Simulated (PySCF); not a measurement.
A structure optimised at PBE0-D3(BJ)/def2-SVP, used in a PySCF frequency run:

```xyz
6

Zr     0.0000     0.0000     0.2102
Cl    -1.9177     1.1072    -0.5523
Cl     1.9177     1.1072    -0.5523
Cl     0.0000    -2.2144    -0.5523
O      0.0000     0.0000     2.0886
H      0.0000     0.0000     3.0471
```

Write its SMILES, formula and point group.

[OH][Zr]([Cl])([Cl])[Cl], Cl3HOZr, C3v

What are its rotational constants (standard atomic weights)?

1.3430, 1.3430, 0.96914 GHz
